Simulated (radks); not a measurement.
Initial-state core-level shifts of the tantalum ion Ta2+ when its valence configuration changes from [Xe] 4f14 5d3. Method: scalar-relativistic Kohn-Sham, PBEsol, spin-unpolarised, spherical densities, finite nucleus; Fermi nuclear charge, rms radius 5.3507 fm; computed with a radial shooting solver on a logarithmic mesh with Libxc functionals. Shifts are changes of the shell-averaged eigenvalues in eV (positive: less bound); the change of the density at the nucleus, which sets a Mossbauer isomer shift, is in e/bohr^3, on a base of 1.393e+06.

| valence | 2s | 2p | 3s | 4s | density at nucleus |
|---|---|---|---|---|---|
| 4f14 5d2 6s1 | -3.041 | -3.038 | -2.983 | -2.982 | +108.4 |
| 4f12 5d3 6s2 | -27.793 | -27.546 | -30.358 | -28.216 | +401.8 |
| 4f14 5d1 6s1 6p1 | -7.769 | -7.761 | -7.633 | -7.629 | +125.9 |
| 4f13 5d4 | -10.019 | -9.907 | -11.292 | -10.394 | +68.3 |
| 4f13 5d3 6s1 | -13.260 | -13.144 | -14.473 | -13.564 | +183.6 |
| 4f14 5d1 6p2 | -9.192 | -9.183 | -9.054 | -9.054 | +17.6 |
| 4f14 5d2.5 6s0.5 | -1.490 | -1.489 | -1.464 | -1.463 | +52.5 |
| 4f13.5 5d3 6s0.5 | -6.463 | -6.407 | -7.051 | -6.635 | +87.5 |
| 4f13 5d2.5 6s0.5 6p1 | -16.403 | -16.284 | -17.584 | -16.669 | +137.5 |
